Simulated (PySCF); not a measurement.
Consider `Sc1ccccc1` (C6H6S). Coordinates in Å; atoms count from 1 in this order:
```
S     2.8149   -0.3708   -0.3287
C     1.0737   -0.1532   -0.1287
C     0.2697   -1.3009   -0.1334
C    -1.1089   -1.1894    0.0207
C    -1.7062    0.0605    0.1805
C    -0.9067    1.2021    0.1852
C     0.4741    1.1016    0.0322
H     3.1448    0.9357   -0.2714
H     0.7281   -2.2851   -0.2587
H    -1.7225   -2.0935    0.0149
H    -2.7883    0.1441    0.3009
H    -1.3598    2.1887    0.3097
H     1.0878    2.0058    0.0384
```

Energies: ωB97X-D3(BJ)/ma-def2-TZVP (PySCF, density fitting, integration grid level 2) on PBE0-D3(BJ)/def2-SVP structures. The prefix ma- adds one diffuse s and one diffuse p function on all atoms but H. Zero-point and thermal terms (298.15 K, 1 bar) come from unscaled PBE0-D3(BJ)/def2-SVP harmonic frequencies, with soft modes damped to free rotors in the entropy.

**Question.** What are the vertical and the adiabatic ionisation energy for forming the radical cation?

**Answer.** 8.39 eV vertical and 8.25 eV adiabatic, the latter with zero-point energy.

**Question.** Where does the unpaired spin of the relaxed radical cation sit?

**Answer.** S1 (thiol sulfur) 0.44, C5 (aromatic carbon) 0.33, C3 (aromatic carbon) 0.16, C7 (aromatic carbon) 0.14 (intrinsic atomic orbital populations).

**Question.** What oxidation potential follows in dichloromethane (IEF-PCM), given that Fc+/Fc comes at 4.70 V absolute with this functional and basis?

**Answer.** In the gas phase ΔG of oxidation is 8.240 eV, and solvation is -16.3 kJ/mol for the parent and -202.5 kJ/mol for the product, so the absolute potential is 6.31 V, or 1.61 V against Fc+/Fc. Fc+/Fc in dichloromethane, 4.70 V, is ωB97X-D3(BJ)/ma-def2-TZVP on PBE0-D3(BJ)/def2-SVP structures with GFN2-xTB thermal terms. Benchmark calculations put it near 5.0 V in acetonitrile and DMSO, so it is about 0.3 V low, and the value against it can read up to that much too high. The solvent is electrostatics only, on gas-phase structures; the absolute scale refers to an electron at rest in vacuum.

**Question.** How far is −ε(HOMO) from the vertical value by ΔSCF?

**Answer.** −ε(HOMO) = 8.56 eV, which is 0.17 eV above the ΔSCF value.
